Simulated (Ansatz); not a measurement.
Harmonic frequencies (cm⁻¹) at PBE0-D4/def2-TZVP from Ansatz: 19, 55, 68, 86, 97, 241, 282, 298, 327, 359, 430, 442, 496, 511, 605, 638, 650, 692, 798, 849, 858, 881, 883, 886, 939, 939, 2124, 2128, 2133, 2138, 2143, 2153, 2155, 2218, 2230, 2231.

Each molecule was computed in one conformer, which needn't be the lowest.

Q: Which molecule is it?
A. `[SiH3][GeH2][GeH2][GeH3]`
B. `[GeH3][SiH2][GeH2][GeH3]`
C. `[SiH3][SiH2][GeH3]`
D. `[SiH]12[SiH]3[SiH]4[SiH]1[SiH]1[SiH]2[SiH]3[SiH]41`

A: A.
